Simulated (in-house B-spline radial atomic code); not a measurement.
Values are calculated unless marked as measured or tabulated.
Br in an electron gas of r_s = 3: phase shifts, screening, friction and resistivity

A nucleus sits in a uniform electron gas with a rigid positive background. The Kohn-Sham equations are solved self-consistently in the spin-unpolarised LDA (PW92), non-relativistic, on B-splines with outgoing waves at the boundary and partial waves to l = 8. The model has no lattice, no bands and no magnetic solution. Atomic units; δ_l are the phase shifts at the Fermi level, counted so that each bound state adds π, and good to about 0.0005.

The density parameter is r_s = 3 bohr, near that of the valence electrons of Ag (1 per atom, density 10.5 g/cm³, mass 107.87 u, which gives r_s = 3.02).

```tsv
l	δ_l (rad)
0	11.4225
1	8.7428
2	3.4347
3	0.0222
4	0.0003
5	0.0001
6	0.0000
7	0.0002
8	0.0001
```

Bound levels below the band bottom (hartree): s -8.132, p -6.022, d -2.246, s -0.4827, p -0.08148 and deeper ones.

(1) Check the Friedel sum rule, and say where the screening charge sits.

(2) Find the transport cross section and the electronic stopping of a 2 keV Br ion (mass 79.9 u).

(3) What residual resistivity would 1 atomic per cent of such centres give in Ag?

(4) On a substitutional site the background of one host ion, a sphere holding 1 charge, is taken out. The phase shifts for l = 0 to 4 become 11.2355, 8.5657, 3.2730, 0.0153, 0.0008. What follows?

## Answers

(1) k_F = (9π/4)^(1/3)/r_s = 0.63972. The rule is Z = (2/π) Σ (2l + 1) δ_l. The terms are s 7.272, p 16.698, d 10.933, f 0.099 and 0.005 beyond, in all 35.007 against Z = 35. Bound states hold 8 s, 18 p, 10 d electrons, so the scattering states carry -0.99 in all; where a term is smaller than its bound count, the bound level has drawn weight out of the band.

(2) σ_tr = (4π/k_F²) Σ (l + 1) sin²(δ_l − δ_(l+1)). The terms for l = 0 to 3 are 0.1986, 1.3703, 0.2148, 0.0019, all together 1.7857, so σ_tr = 30.707 × 1.7857 = 54.832 bohr². With n = 3/(4π r_s³) = 0.008842, the friction coefficient is Q = n k_F σ_tr = 0.3102. For v well below v_F = 0.640, dE/dx = Q v; with 24801 eV per u at v = 1, v = √(2000/(24801 × 79.9)) = 0.0318, so dE/dx = 0.00985 hartree/bohr = 5.07 eV/nm. The largest term couples the p and d waves.

(3) Δρ = k_F n_i σ_tr/n in atomic units of 21.74 μΩ·cm. With one host atom per 1 electron, n_i/n = 0.01/1, so Δρ = 0.6397 × 0.01000 × 54.832 × 21.74 = 7.63 μΩ·cm. This is an atom added to the gas, as on an interstitial site.

(4) The Friedel sum is now 34.01, for Z − 1 = 34. The sum in σ_tr is 1.6464, so σ_tr = 50.56 bohr² and Δρ = 7.03 μΩ·cm per atomic per cent, 0.92 times the value above. A real host ion scatters too, so this model doesn't give zero even for the host's own atom.
